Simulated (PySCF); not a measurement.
Sn(H)2(NH2)(NMe2) (C2H10N2Sn), SMILES C[N](C)[SnH2][NH2].

Geometry optimised at r2SCAN-D4/def2-SVP. The def2 effective core potentials stand for the cores of Sn; spin–orbit coupling is left out. One conformer was computed; it need not be the lowest.

Method: r2SCAN-D4/def2-SVP in PySCF 2.14.0.

Frequencies are harmonic and unscaled.

Computed vibrational spectrum:
```
mode  ν (cm⁻¹)  IR (km/mol)  moving atoms (share of kinetic energy)
----  --------  -----------  --------------------------------------
1           63          1.3                  C 35 %, H 31 %, N 28 %
2          113          3.6          N 40 %, H 39 %, C 11 %, Sn 9 %
3          154          1.5                  H 44 %, N 42 %, C 11 %
4          184         20.7                  H 74 %, C 13 %, N 12 %
5          252          3.7                  H 68 %, C 18 %, N 12 %
6          262          4.2                  H 70 %, C 15 %, N 13 %
7          280          4.7                  H 73 %, N 12 %, C 12 %
8          306         10.5         C 43 %, H 30 %, Sn 15 %, N 13 %
9          422         36.7                                  H 90 %
10         481         74.6                          H 81 %, N 16 %
11         525         55.4                  H 48 %, N 33 %, C 13 %
12         532         43.2                  N 42 %, H 34 %, C 19 %
13         611        211.3                                  H 92 %
14         622         10.4                          H 54 %, N 40 %
15         695        112.3                                  H 98 %
16         849         38.5                          H 89 %, N 10 %
17         990         89.9                  C 44 %, H 30 %, N 26 %
18        1083          3.5                          H 73 %, C 25 %
19        1112          1.2                          H 80 %, C 19 %
20        1153          1.3                  H 70 %, C 19 %, N 11 %
21        1237         75.5                  N 58 %, C 32 %, H 10 %
22        1266         10.3                  H 44 %, N 31 %, C 25 %
23        1419          1.3                          H 88 %, C 11 %
24        1440          6.2                          H 89 %, C 11 %
25        1449         10.5                                  H 92 %
26        1461         13.3                                  H 95 %
27        1478         24.3                                  H 96 %
28        1498          2.9                                  H 96 %
29        1536         12.7                           H 92 %, N 8 %
30        1860        207.1                                  H 99 %
31        1882        199.4                                  H 99 %
32        2912         76.5                                  H 96 %
33        2918        209.6                                  H 95 %
34        2995        121.3                                  H 92 %
35        3002         13.3                           H 92 %, C 8 %
36        3090         22.7                           H 91 %, C 9 %
37        3111          7.2                           H 91 %, C 9 %
38        3514          9.1                                  H 96 %
39        3618         11.8                           H 92 %, N 8 %
```
